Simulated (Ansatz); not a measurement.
BCl9Si3, SMILES `Cl[Si](Cl)(Cl)B([Si](Cl)(Cl)Cl)[Si](Cl)(Cl)Cl` at its PBE0-D4/def2-TZVP geometry, where that method's forces vanish. Charge 0, multiplicity 1.

```csv
atom,x (Å),y (Å),z (Å)
Cl1,2.937,0.809,-1.078
Si2,1.411,1.405,0.135
Cl3,2.003,1.459,2.084
Cl4,0.866,3.285,-0.411
B5,0.001,0.000,-0.002
Si6,0.413,-1.882,0.516
Cl7,-0.867,-2.353,2.031
Cl8,0.065,-3.040,-1.124
Cl9,2.308,-2.248,1.154
Si10,-1.824,0.478,-0.653
Cl11,-3.173,-1.039,-0.750
Cl12,-2.549,1.888,0.627
Cl13,-1.592,1.240,-2.529
```

Problem. For each bond, give half the difference of the two atoms' forces along it (eV/Å; positive pushes the atoms apart) under PBE-D4, r2SCAN-D4, B3LYP-D4, ωB97M-V in def2-TZVPP. (Best estimate.)

Solution. The calculation gave: 
| bond | length (Å) | PBE-D4 | r2SCAN-D4 | B3LYP-D4 | ωB97M-V |
| --- | --- | --- | --- | --- | --- |
| Cl1–Si2 | 2.038 | 0.25 | 0.09 | 0.16 | 0.03 |
| Si2–Cl3 | 2.038 | 0.25 | 0.09 | 0.17 | 0.04 |
| Si2–Cl4 | 2.032 | 0.23 | 0.08 | 0.16 | 0.05 |
| Si2–B5 | 1.995 | -0.17 | -0.07 | -0.11 | -0.05 |
| B5–Si6 | 1.995 | -0.17 | -0.07 | -0.11 | -0.05 |
| B5–Si10 | 1.995 | -0.17 | -0.07 | -0.11 | -0.05 |
| Si6–Cl7 | 2.039 | 0.25 | 0.09 | 0.17 | 0.03 |
| Si6–Cl8 | 2.038 | 0.25 | 0.09 | 0.17 | 0.04 |
| Si6–Cl9 | 2.032 | 0.23 | 0.08 | 0.16 | 0.05 |
| Si10–Cl11 | 2.032 | 0.23 | 0.08 | 0.16 | 0.05 |
| Si10–Cl12 | 2.038 | 0.25 | 0.09 | 0.17 | 0.04 |
| Si10–Cl13 | 2.038 | 0.25 | 0.09 | 0.16 | 0.03 |

B3LYP here is the variant with VWN-RPA as its local correlation; programs differ in this.

Results of the Gaussian-basis code of Ansatz.
